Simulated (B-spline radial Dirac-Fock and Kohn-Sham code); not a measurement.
K-line shifts caused by a second vacancy in Pr⁵⁺

System: the Pr⁵⁺ ion in the configuration [Kr] 4d10 5s2 5p6.

Method: Dirac-Fock energy differences between relaxed states, corrected for Breit and QED terms. Computed with a radial atomic solver. Each two-hole energy is an average over J within one jj subconfiguration, not an observable level; in light atoms, where LS coupling holds, the j-resolved values are not observed lines, and for a K spectator the Kα1 hypersatellite is nearly forbidden. No correlation.

Lines without a spectator: Kα2 (K-L2) 35544.8 eV, Kα1 (K-L3) 36020.9 eV, Kβ3 (K-M2) 40641.7 eV, Kβ1 (K-M3) 40737.8 eV. Shifts in eV with one spectator hole (a dash: not computed, or left out as unreliable):

```tsv
spectator hole	Kα2	Kα1	Kβ3	Kβ1
L2 (2p1/2)	+82.8	+106.8	–	+218.5
L3 (2p3/2)	+74.2	+76.6	+183.4	–
M2 (3p1/2)	–	+13.86	+30.0	+36.1
M3 (3p3/2)	+9.09	–	+28.83	+28.55
M4 (3d3/2)	+2.08	-1.12	–	–
M5 (3d5/2)	-1.97	+0.65	–	–
```

Problem. Where does the K-L3 hypersatellite lie, emitted when both K electrons are missing?

Solution. +745.2 eV from the normal line, at 36766.1 eV. Removing both K electrons costs 85148.1 eV, which is 1008.5 eV more than twice the K binding energy.

With n spectator holes in 2p, averaged over the 2p shell (energies in eV):

| n | KαLⁿ | step | hypersatellite KαʰLⁿ |
| --- | --- | --- | --- |
| 0 | 35862.1 | – | 36596.4 |
| 1 | 35946.6 | +84.4 | 36682.5 |
| 2 | 36032.4 | +85.8 | 36770.0 |
| 3 | 36119.6 | +87.2 | 36858.9 |
| 4 | 36208.3 | +88.6 | 36949.2 |
| 5 | 36298.3 | +90.0 | 37040.9 |
